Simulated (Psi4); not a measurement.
H3O4Si, doublet, at a GFN2-xTB geometry; CAM-B3LYP/STO-3G (Psi4).

Here is a job for Psi4.
```
memory 2 GB

molecule mol {
0 2
O    -1.001352    0.757020    1.020482
Si   -0.081291    0.053556   -0.058452
O    -0.774220   -1.100007   -0.945903
O     0.866864    0.915645   -1.043856
O     0.882846   -0.580320    1.156698
H    -0.473896   -1.245701   -1.838753
H     1.368777    1.642345   -0.685568
H     0.450088   -1.085126    1.843288
}

set {
  basis sto-3g
  reference uks
}

energy('cam-b3lyp')
print_variables()
```

The log (banner, timings and long lists left out):

```
   => Loading Basis Set <=

    Name: STO-3G
    Role: ORBITAL
    Keyword: BASIS

         ---------------------------------------------------------
                                   SCF
               by Justin Turney, Rob Parrish, Andy Simmonett
                          and Daniel G. A. Smith
                              UKS Reference
         ---------------------------------------------------------

  ==> Geometry <==

    Molecular point group: c1
    Full point group: C1

    Geometry (in Angstrom), charge = 0, multiplicity = 2:

       Center              X                  Y                   Z               Mass
    ------------   -----------------  -----------------  -----------------  -----------------
         O           -0.987323377682     0.749840494670     1.013363521899    15.994914619570
         SI          -0.067262377682     0.046376494670    -0.065570478101    27.976926534650
         O           -0.760191377682    -1.107186505330    -0.953021478101    15.994914619570
         O            0.880892622318     0.908465494670    -1.050974478101    15.994914619570
         O            0.896874622318    -0.587499505330     1.149579521899    15.994914619570
         H           -0.459867377682    -1.252880505330    -1.845871478101     1.007825032230
         H            1.382805622318     1.635165494670    -0.692686478101     1.007825032230
         H            0.464116622318    -1.092305505330     1.836169521899     1.007825032230

  Running in c1 symmetry.

  Rotational constants: A =      0.16020  B =      0.13855  C =      0.12180 [cm^-1]
  Rotational constants: A =   4802.76831  B =   4153.73903  C =   3651.35789 [MHz]
  Nuclear repulsion =  259.652875366388571

  Charge       = 0
  Multiplicity = 2
  Electrons    = 49
  Nalpha       = 25
  Nbeta        = 24

  ==> Algorithm <==

  SCF Algorithm Type is DF.
  DIIS enabled.
  MOM disabled.
  Fractional occupation disabled.
  Guess Type is SAD.
  Energy threshold   = 1.00e-06
  Density threshold  = 1.00e-06
  Integral threshold = 1.00e-12

  ==> Primary Basis <==

  Basis Set: STO-3G
    Blend: STO-3G
    Number of shells: 20
    Number of basis functions: 32
    Number of Cartesian functions: 32
    Spherical Harmonics?: true
    Max angular momentum: 1

  ==> DFT Potential <==

   => LibXC <=

    Version 7.1.2
    S. Lehtola, C. Steigemann, M. J. T. Oliveira, and M. A. L. Marques,  SoftwareX 7, 1–5 (2018) (10.1016/j.softx.2017.11.002)

   => Composite Functional: CAM-B3LYP <=

    CAM-B3LYP Hyb-GGA Exchange-Correlation Functional

    T. Yanai, D. P. Tew, and N. C. Handy,  Chem. Phys. Lett. 393, 51 (2004) (10.1016/j.cplett.2004.06.011)

    Deriv               =              1
    GGA                 =           TRUE
    Meta                =          FALSE

    Exchange Hybrid     =           TRUE
    MP2 Hybrid          =          FALSE

   => Exchange Functionals <=

    0.3500         Becke 88 [omega = 0.3300]
    0.4600   Short-range recipe for B88 functional - erf [omega = 0.3300]

   => Exact (HF) Exchange <=

    0.4600            HF,LR [omega = 0.3300]
    0.1900               HF

   => Correlation Functionals <=

    0.1900   Vosko, Wilk & Nusair (VWN5)
    0.8100   Lee, Yang & Parr

   => LibXC Density Thresholds  <==

    XC_HYB_GGA_XC_CAM_B3LYP:  1.00E-14

   => Molecular Quadrature <=

    Radial Scheme          =       TREUTLER
    Pruning Scheme         =           NONE
    Nuclear Scheme         =       TREUTLER

    Blocking Scheme        =         OCTREE
    BS radius alpha        =              1
    Pruning alpha          =              1
    Radial Points          =             75
    Spherical Points       =            302
    Total Points           =         170282
    Total Blocks           =           1352
    Max Points             =            256
    Max Functions          =             30
    Weights Tolerance      =       1.00E-15

   => Loading Basis Set <=

    Name: (STO-3G AUX)
    Role: JKFIT
    Keyword: DF_BASIS_SCF

  ==> Integral Setup <==

  SCF_SUBTYPE=INCORE selected. In-core MEM_DF algorithm will be used.
  Using in-core AOs.

  ==> MemDFJK: Density-Fitted J/K Matrices <==

    J tasked:                   Yes
    K tasked:                   Yes
    wK tasked:                  Yes
    Omega:                3.300E-01
    Algorithm:                 Core
    Schwarz Cutoff:           1E-12
    Mask sparsity (%):       1.9531
    Fitting Condition:        1E-10

   => Auxiliary Basis Set <=

  Basis Set: (STO-3G AUX)
    Blend: DEF2-UNIVERSAL-JKFIT
    Number of shells: 156
    Number of basis functions: 490
    Number of Cartesian functions: 587
    Spherical Harmonics?: true
    Max angular momentum: 4

  Minimum eigenvalue in the overlap matrix is 3.0123632833E-01.
  Reciprocal condition number of the overlap matrix is 1.5128860294E-01.
    Using symmetric orthogonalization.

  ==> Pre-Iterations <==

  SCF Guess: Superposition of Atomic Densities via on-the-fly atomic UHF (no occupation information).

   -------------------------
    Irrep   Nso     Nmo
   -------------------------
     A         32      32
   -------------------------
    Total      32      32
   -------------------------

  ==> Iterations <==

                           Total Energy        Delta E     RMS |[F,P]|

   @DF-UKS iter SAD:  -582.45652933664223   -5.82457e+02   0.00000e+00
   @DF-UKS iter   1:  -584.25259452252817   -1.79607e+00   1.41007e-02 DIIS/ADIIS
   @DF-UKS iter   2:  -584.35247974725291   -9.98852e-02   1.06345e-02 DIIS/ADIIS
   @DF-UKS iter   3:  -584.42206448541776   -6.95847e-02   2.85099e-03 DIIS/ADIIS
   @DF-UKS iter   4:  -584.42915566995919   -7.09118e-03   1.33573e-03 DIIS/ADIIS
   @DF-UKS iter   5:  -584.43108791763245   -1.93225e-03   2.87605e-04 DIIS/ADIIS
   @DF-UKS iter   6:  -584.43147457589748   -3.86658e-04   9.86295e-05 DIIS
   @DF-UKS iter   7:  -584.43153140294442   -5.68270e-05   4.52520e-05 DIIS
   @DF-UKS iter   8:  -584.43154232080246   -1.09179e-05   2.74310e-05 DIIS
   @DF-UKS iter   9:  -584.43154702913796   -4.70834e-06   1.40846e-05 DIIS
   @DF-UKS iter  10:  -584.43154888147274   -1.85233e-06   7.56985e-06 DIIS
   @DF-UKS iter  11:  -584.43154949036477   -6.08892e-07   6.17490e-06 DIIS
   @DF-UKS iter  12:  -584.43155026839759   -7.78033e-07   4.81591e-06 DIIS
   @DF-UKS iter  13:  -584.43155102847766   -7.60080e-07   2.97980e-06 DIIS
   @DF-UKS iter  14:  -584.43155130051343   -2.72036e-07   1.31371e-06 DIIS
   @DF-UKS iter  15:  -584.43155132664117   -2.61277e-08   2.78429e-07 DIIS
  Energy and wave function converged.

  ==> Post-Iterations <==

   Electrons on quadrature grid:
      Nalpha   =   24.9999727766 ; deviation = -2.722e-05
      Nbeta    =   23.9999758997 ; deviation = -2.410e-05
      Ntotal   =   48.9999486762 ; deviation = -5.132e-05

   @Spin Contamination Metric:   3.333913060E-03
   @S^2 Expected:                7.500000000E-01
   @S^2 Observed:                7.533339131E-01
   @S   Expected:                5.000000000E-01
   @S   Observed:                5.000000000E-01

    Orbital Energies [Eh]
    ---------------------

    Alpha Occupied:

[...]
      25A     -0.209852

    Alpha Virtual:

[...]
      32A      0.603959

    Beta Occupied:

[...]
    Beta Virtual:

[...]
    Final Occupation by Irrep:
              A
    DOCC [    24 ]
    SOCC [     1 ]
    NA   [    25 ]
    NB   [    24 ]

  @DF-UKS Final Energy:  -584.43155132664117

   => Energetics <=

    Nuclear Repulsion Energy =            259.6528753663885709
    One-Electron Energy =               -1329.7851063927555515
    Two-Electron Energy =                 528.1768944178663787
    DFT Exchange-Correlation Energy =     -42.4762147181405467
    Empirical Dispersion Energy =           0.0000000000000000
    VV10 Nonlocal Energy =                  0.0000000000000000
    Total Energy =                       -584.4315513266411699

  UHF NO Occupations:
  HONO-2 :   23  A 1.9996149
  HONO-1 :   24  A 1.9988852
  HONO-0 :   25  A 1.0000000
  LUNO+0 :   26  A 0.0011148
  LUNO+1 :   27  A 0.0003851
  LUNO+2 :   28  A 0.0001450
  LUNO+3 :   29  A 0.0000126

Computation Completed

Properties will be evaluated at   0.000000,   0.000000,   0.000000 [a0]

Properties computed using the SCF density matrix

 Multipole Moments:

 ------------------------------------------------------------------------------------
     Multipole            Electronic (a.u.)      Nuclear  (a.u.)        Total (a.u.)
 ------------------------------------------------------------------------------------

 L = 1.  Multiply by 2.5417464519 to convert [e a0] to [Debye]
 Dipole X            :         -1.1627526            1.2990006            0.1362480
 Dipole Y            :          0.7702305           -0.6647863            0.1054442
 Dipole Z            :          0.3608983           -0.6591335           -0.2982352
 Magnitude           :                                                    0.3444215

 ------------------------------------------------------------------------------------

  Variable Map:
  ----------------------------------------------------------------------------
[...]
  Array Variable Map:
  ----------------------------------------------------------------------------
[...]
[...]
```
